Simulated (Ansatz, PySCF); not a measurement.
System: CH₄FSi, charge 0, multiplicity 2. It need not be the lowest isomer of its formula. SMILES: [CH2][SiH2]F
Geometry from a B3LYP-D3(BJ)/def2-TZVP (Ansatz, a program for electronic structure) optimisation:
```xyz
7

Si     0.2837     0.2552     0.2887
C     -1.5465     0.2474     0.1904
F      0.8877    -0.7714    -0.7932
H      0.8146     1.6035    -0.0039
H      0.7655    -0.2054     1.6114
H     -2.1388     1.1527     0.2620
H     -2.1228    -0.6653     0.0848
```
Charge 0, spin multiplicity 2.

Property: atomisation energy (electronic, to ground-state atoms), in kcal/mol. Valence correlation only, unless marked. Open shells are spin-unrestricted. Spin-orbit coupling is left out. No relativistic terms. The coupled-cluster limit lacks core correlation, which all-electron functionals hold. CBS marks a two-point X^-3 extrapolation of the correlation energy; Hartree-Fock from the larger set.

```
level                            program  atomisation energy (kcal/mol)
------------------------  --------------  -----------------------------
HF-D4/def2-TZVPD           PySCF + dftd4                          456.3
BHLYP/def2-TZVPD                  Ansatz                          565.2
TPSSh-D4/def2-TZVPD        PySCF + dftd4                          586.2
B2PLYP-D3(BJ)/def2-TZVPD  Ansatz + dftd3                          573.7
```

Task: Estimate the value at CCSD(T)/CBS(cc-pV(T+d)Z,cc-pV(Q+d)Z) as computed with Ansatz.

Result: 580.8 kcal/mol, so B2PLYP-D3(BJ)/def2-TZVPD differs from it by -7.1 kcal/mol.
